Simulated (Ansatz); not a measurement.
An input meant for SbH2(iPr) (C₃H₉Sb) (charge 0, singlet).

```yaml
crystal:
  periodic: [false, false, false]
  atoms:
    - {symbol: Sb, position_ang: [0.954572, 1.675057, 0.868878]}
    - {symbol: H, position_ang: [2.383506, 1.636199, -0.088842]}
    - {symbol: H, position_ang: [0.272602, 2.875103, -0.158418]}
    - {symbol: C, position_ang: [0.013719, 0.009025, -0.258134]}
    - {symbol: C, position_ang: [-1.484264, -0.023967, 0.023038]}
    - {symbol: C, position_ang: [0.699901, -1.305902, 0.094260]}
    - {symbol: H, position_ang: [0.187080, 0.245287, -1.321212]}
    - {symbol: H, position_ang: [-1.984729, 0.914535, -0.264858]}
    - {symbol: H, position_ang: [-1.693414, -0.202668, 1.091936]}
    - {symbol: H, position_ang: [-1.967277, -0.842199, -0.541583]}
    - {symbol: H, position_ang: [0.248265, -2.142625, -0.469226]}
    - {symbol: H, position_ang: [1.775984, -1.292760, -0.142397]}
    - {symbol: H, position_ang: [0.594054, -1.545096, 1.166548]}
basis:
  gaussian: {orbitals: def2-mTZVPP, final_grid: {core_spheres: 8, valence_spheres: 7, degree: 23}}
magnetization: {spin_polarized: true, initial_magnetization: 0}
hamiltonian: {xc: {name: HF}}
correlation: {method: mp2, frozen_orbitals: {Sb: 9}}
output: {forces: true}
```

```sh
$ ansatz run in.yaml --threads 4 --pin off --events-out ev --progress --plain --max-ram 3916MiB
```

Output, abridged:

```
Functional definition: HF
Error: "frozen_orbitals" has no count for H
```

In this input frozen orbitals are typed for one element alone, and the program wants a count for each (the count typed has to fit that element's core, too). The program refused the input.
